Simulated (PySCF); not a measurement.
# Dipole moment and polarisability of `CC[P@@]1(=S)C=C1OC`

C5H9OPS.
SMILES with atom numbers: `[CH3:1][CH2:2][P@@:3]1(=[S:4])[CH:5]=[C:6]1[O:7][CH3:8]` (hydrogens: H9, H10, H11 on C1; H12, H13 on C2; H14 on C5; H15, H16, H17 on C8)

Geometry (GFN2-xTB, Å), atoms numbered from 1 in this order:
```xyz
17
C5H9OPS angstrom
C     -1.719   -0.252    1.474
C     -1.653    0.378    0.091
P     -0.651   -0.700   -1.037
S     -1.174   -2.563   -1.183
C      0.258    0.289   -2.250
C      1.033   -0.054   -1.206
O      2.284   -0.022   -0.803
C      2.529   -0.567    0.484
H     -2.385    0.315    2.121
H     -0.731   -0.284    1.931
H     -2.094   -1.272    1.398
H     -1.202    1.372    0.106
H     -2.653    0.446   -0.347
H      0.335    0.743   -3.216
H      3.604   -0.722    0.556
H      2.206    0.131    1.262
H      2.006   -1.519    0.607
```

Level: CAM-B3LYP/def2-SVPD (PySCF), static field, nuclei fixed, core orbitals frozen in the response. The polarisability tensor in these axes (au):

```
x   113.97  10.01  -0.75
y    10.01 109.14   0.31
z    -0.75   0.31 103.92
```

Problem. Give the principal values, the mean and the anisotropy Δα = √{½[(α1 − α2)² + (α2 − α3)² + (α1 − α3)²]}.

Solution. Principal values 101.08, 104.09 and 121.85 au; mean 109.01 au = 16.15 Å³ = 17.97 × 10⁻⁴⁰ C²·m²/J; Δα = 19.44 au (18 % of the mean).

Problem. What is the dipole moment, and where does it point?

Solution. (1.35, 3.55, 2.23) D, 4.41 D in size, pointing from the negative to the positive side. Measured along this direction, the outermost atoms are S4 at the negative end and H16 at the positive end.

Problem. Find the Langevin capture rate constant for NO+ (29.998 u) meeting this molecule (148.011 u), k = 2.342 × 10⁻⁹ cm³/s × √(α in Å³ / reduced mass in u).

Solution. The reduced mass is 24.94 u, so k = 1.88 × 10⁻⁹ cm³/s. The formula leaves out the permanent dipole, which adds to the capture rate.

Problem. Give the principal axes and the span of the nuclei along them.

Solution. Largest value along (0.79, 0.62, -0.02), where the nuclei span 4.85 Å; middle along (-0.13, 0.20, 0.97), 5.45 Å; least along (-0.60, 0.76, -0.24), 4.88 Å. 

Problem. What molar refraction does this α imply?

Solution. Lorentz–Lorenz: R = (4π/3)N_A α = 2.5225 cm³/(mol·Å³) × 16.15 Å³ = 40.7 cm³/mol, in the limit of long wavelengths.

Problem. What would n − 1 = 2πNα be for an ideal gas of these molecules at 298.15 K and 1 atm, electronic part alone?

Solution. N = p/kT = 2.4615 × 10¹⁹ cm⁻³, so n − 1 = 2π × N × 16.15 × 10⁻²⁴ cm³ = 2498 × 10⁻⁶ at long wavelengths, for an ideal gas.

Problem. Give the eigenvalues of the traceless quadrupole moment Θ = ½Σq(3rr − r²1), origin at the centre of nuclear charge.

Solution. -12.56, 1.65, 10.91 D·Å. The values depend on the origin, since the dipole doesn't vanish. The electronic extent ⟨r²⟩ about the same centre is 1465 bohr², a root-mean-square distance of 2.29 Å for the 78 electrons.

One conformer (not necessarily the lowest) at the GFN2-xTB geometry, without solvent, vibrations or thermal averaging.

These values come from a run that also computed excited states. Hardware: one thread of an Arm Neoverse V1, no GPU, shared host with 32 logical CPUs at a one-minute load of 22. Cost: 81 s wall (grids of density and orbitals included), 1.2 GiB resident at most.
